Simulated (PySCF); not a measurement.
Identify the unknown among the candidates.

| technique | computed result |
| --- | --- |
| Dipole | 1.15 D [wB97X-D/def2-SVPD] |
| Rotational structure | rotational constants A, B, C: 6.576, 1.634, 1.506 GHz [GFN2-xTB] |
| UV, first state | lowest singlet excitation: 7.35 eV (169 nm, f = 0.012) [TDDFT wB97X-D/def2-SVPD] |
| Triplet | lowest triplet excitation (Tamm–Dancoff): 7.25 eV [TDA wB97X-D/def2-SVPD] |
| Polarisability | 73.3 au [wB97X-D/def2-SVPD] |
| UV, strongest line | among the 8 lowest singlet transitions: S3 at 8.12 eV (153 nm, f = 0.043) [TDDFT wB97X-D/def2-SVPD] |

Gas-phase values; electronic properties from PySCF, density fitting. Levels stand in brackets. Isolated species at its GFN2-xTB geometry (one conformer only).

Question: Which candidate is it?
A. `CO[C@H]1CC12CC2`
B. `C=CC(=C)COC`
C. `O=C1CCCCC1`

Answer: A. It is `CO[C@H]1CC12CC2`. Numbering: `[CH3:1][O:2][C@H:3]1[CH2:4][C:5]12[CH2:6][CH2:7]2`. Its formula, C6H10O, gives 2 degrees of unsaturation: 2 rings and 0 π bonds in the structure found. The optimised geometry has point group C1 and is an asymmetric top.

The others, at the same levels:
- `C=CC(=C)COC` fails: its computed lowest singlet excitation is 5.94 eV (209 nm, f = 0.592) (against 7.35 eV), lowest triplet excitation (Tamm–Dancoff) is 3.40 eV (against 7.25 eV) and static isotropic polarisability is 81.5 au (against 73.3 au).
- `O=C1CCCCC1` fails: its computed lowest singlet excitation is 4.36 eV (284 nm, f = 0.000) (against 7.35 eV), lowest triplet excitation (Tamm–Dancoff) is 3.83 eV (against 7.25 eV) and strongest line among the 8 lowest singlet transitions is S8 at 8.45 eV (147 nm, f = 0.067) (against S3 at 8.12 eV).

Each candidate is one conformer, not necessarily the lowest. The conformers computed, where there is a choice (atom-mapped SMILES and torsion angles):
- `[CH3:1][O:2][C@H:3]1[CH2:4][C:5]12[CH2:6][CH2:7]2`: C1–O2–C3–C4 82°
- `[CH2:1]=[CH:2][C:3](=[CH2:4])[CH2:5][O:6][CH3:7]`: C1–C2–C3–C4 180°, C2–C3–C5–O6 180°, C3–C5–O6–C7 180°

The conformers of `O=C1CCCCC1` aren't listed.
